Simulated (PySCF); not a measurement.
Highest occupied level (eV) of eight silicon and germanium compounds: PBE beside ωB97X, computed with PySCF for isolated molecules in the bases named; differences from unrounded values. The eight are the first of their class met in an unordered collection, after screening for sound electronic states; none was chosen by its value. Each molecule has one DFT geometry for both levels.

```
molecule                                                   basis   ωB97X
-----------------------------------------------------  ---------  ------
SiFCl₂Br, SMILES [Si](Br)(F)(Cl)Cl                     def2-TZVP  -11.55
Ge(H)(F)(NH2)2 (FGeH5N2), SMILES [NH2][GeH]([NH2])[F]  def2-TZVP  -10.15
CH3Cl3Si, SMILES C[Si](Cl)(Cl)Cl                       def2-TZVP  -11.62
CH3Cl2FGe, SMILES [CH3][Ge]([Cl])([F])[Cl]             def2-TZVP  -11.82
ClH₆NSi₂, SMILES [SiH2]([SiH2]N)Cl                     def2-TZVP   -9.51
CH8N2OSi, SMILES CN[Si@@H](N)O                         def2-TZVP   -9.20
CH8Cl2Si3, SMILES [SiH3]C[Si]([SiH3])(Cl)Cl            def2-TZVP  -10.42
Si(H)(OH)(SeH)2 (H4OSe2Si), SMILES O[SiH]([SeH])[SeH]  def2-TZVP   -9.56
```

### Question
Estimate the PBE values and say how PBE differs from ωB97X over the set. (Estimate from the structure and the level; the computed values follow.)

### Answer

```tsv
molecule	PBE	difference
SiFCl₂Br, SMILES [Si](Br)(F)(Cl)Cl	-7.84	3.71
Ge(H)(F)(NH2)2 (FGeH5N2), SMILES [NH2][GeH]([NH2])[F]	-6.17	3.98
CH3Cl3Si, SMILES C[Si](Cl)(Cl)Cl	-7.74	3.87
CH3Cl2FGe, SMILES [CH3][Ge]([Cl])([F])[Cl]	-7.90	3.92
ClH₆NSi₂, SMILES [SiH2]([SiH2]N)Cl	-5.93	3.57
CH8N2OSi, SMILES CN[Si@@H](N)O	-5.35	3.85
CH8Cl2Si3, SMILES [SiH3]C[Si]([SiH3])(Cl)Cl	-6.96	3.46
Si(H)(OH)(SeH)2 (H4OSe2Si), SMILES O[SiH]([SeH])[SeH]	-6.14	3.42
```
PBE lies below ωB97X in 0 and above it in 8 of the eight; the mean signed difference is 3.72 and the largest 3.98 eV.
